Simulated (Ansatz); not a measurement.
C₂H₈BN, SMILES `CB(C)N`. Charge 0, multiplicity 1. All single points use the PBE0-D4/def2-TZVP geometry. It is one conformer, not always the lowest.

```xyz
12

C    -0.367   -1.231   -0.762
B     0.175    0.063   -0.039
C    -0.718    0.841    1.003
N     1.463    0.525   -0.326
H     0.341   -1.684   -1.461
H    -0.645   -1.995   -0.027
H    -1.285   -1.006   -1.316
H    -1.017    0.180    1.825
H    -0.234    1.718    1.442
H    -1.652    1.174    0.537
H     2.077    0.072   -0.981
H     1.862    1.343    0.104
```

What is the dipole moment at PBE/def2-TZVPP? (Estimate.)

Ansatz gave: 1.30 D, with components (1.20, 0.43, -0.27) D in this frame, pointing from negative to positive charge.

And with r2SCAN, B3LYP, ωB97M-V? (Best estimate.)

Ansatz gave: r2SCAN 1.25 D, B3LYP 1.27 D, ωB97M-V 1.27 D.

Give the Mulliken charges with PBE, B3LYP, r2SCAN in def2-TZVPP. (Estimate.)

The calculation gave: 
```
atom    PBE  B3LYP  r2SCAN
  C1  -0.37  -0.34   -0.27
  B2   0.19   0.20    0.27
  C3  -0.37  -0.34   -0.27
  N4  -0.28  -0.29   -0.34
  H5   0.07   0.06    0.03
  H6   0.10   0.09    0.06
  H7   0.10   0.09    0.06
  H8   0.10   0.09    0.06
  H9   0.07   0.06    0.03
 H10   0.10   0.09    0.06
 H11   0.16   0.15    0.16
 H12   0.16   0.15    0.16
```

B3LYP here is the variant with VWN-RPA as its local correlation; programs differ in this.
